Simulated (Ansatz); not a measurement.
Mulliken charges of CH4ClFOSSi, SMILES `CO[Si](F)(S)Cl` from r2SCAN/def2-TZVPP in Ansatz (PBE0-D4/def2-TZVP geometry).

```json
{"atom": "C1", "x (Å)": "0.374", "y (Å)": "-1.115", "z (Å)": "-1.229", "charge (e)": "0.002"}
{"atom": "O2", "x (Å)": "-0.603", "y (Å)": "-0.788", "z (Å)": "-0.255", "charge (e)": "-0.352"}
{"atom": "Si3", "x (Å)": "-0.463", "y (Å)": "0.327", "z (Å)": "0.898", "charge (e)": "0.770"}
{"atom": "F4", "x (Å)": "0.763", "y (Å)": "0.026", "z (Å)": "1.862", "charge (e)": "-0.296"}
{"atom": "S5", "x (Å)": "-0.155", "y (Å)": "2.220", "z (Å)": "0.016", "charge (e)": "-0.251"}
{"atom": "Cl6", "x (Å)": "-2.136", "y (Å)": "0.214", "z (Å)": "2.032", "charge (e)": "-0.205"}
{"atom": "H7", "x (Å)": "1.179", "y (Å)": "-1.701", "z (Å)": "-0.780", "charge (e)": "0.073"}
{"atom": "H8", "x (Å)": "-0.115", "y (Å)": "-1.711", "z (Å)": "-1.999", "charge (e)": "0.072"}
{"atom": "H9", "x (Å)": "0.797", "y (Å)": "-0.217", "z (Å)": "-1.687", "charge (e)": "0.067"}
{"atom": "H10", "x (Å)": "0.360", "y (Å)": "2.744", "z (Å)": "1.142", "charge (e)": "0.119"}
```

**Question.** By hand: the dipole of these point charges (1 e Å = 4.8032 D).

**Answer.** Σ q r = (0.281, -0.017, -0.371) e Å, of length 0.466 e Å = 2.24 D.

**Question.** How does the dipole of the full density compare? (An estimate is asked.)

**Answer.** Ansatz gave: (0.254, 0.010, -0.258) e Å, 1.74 D; the point charges give 1.29 times that, at 8° from its direction.

Point charges leave out the atoms' own dipoles, such as those of lone pairs, and Mulliken's split depends on the basis, so the two needn't agree.
